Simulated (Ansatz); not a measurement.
A series at Sc: from `[CH3][Sc]([CH3])[CH3]`, ligands are replaced one by one, each step taking up H–F and setting free CH₄; n counts the steps. Ansatz, PBE0-D4/def2-TZVP geometries.

```tsv
n	molecule	HOMO energy, ωB97M-V/def2-TZVPP (eV)
0	`[CH3][Sc]([CH3])[CH3]`	?
1	`[CH3][Sc]([CH3])[F]`	-9.25
2	`[CH3][Sc]([F])[F]`	-9.76
3	`[F][Sc]([F])[F]`	-13.75
```

Question: By hand: fit a straight line y = ȳ + b (n − n̄) to the 3 given rows and predict n = 0.

Answer: n̄ = 2.000, ȳ = -10.920; Σ(n − n̄)(y − ȳ) = -4.500, Σ(n − n̄)² = 2.000, so b = -2.250 eV a step. Prediction: -10.920 + (-2.250) × (-2.000) = -6.42 eV.

Question: By hand: compare with the computed value, -9.03 eV, and give the steps along the whole series.

Answer: The line misses by -2.61 eV (computed minus predicted). Steps: -0.22, -0.51, -3.99 eV.

One step carries most of the change, so a line is a poor guide. The highest orbital can change its character along such a series. The miss is 55.3 % of the series' range.
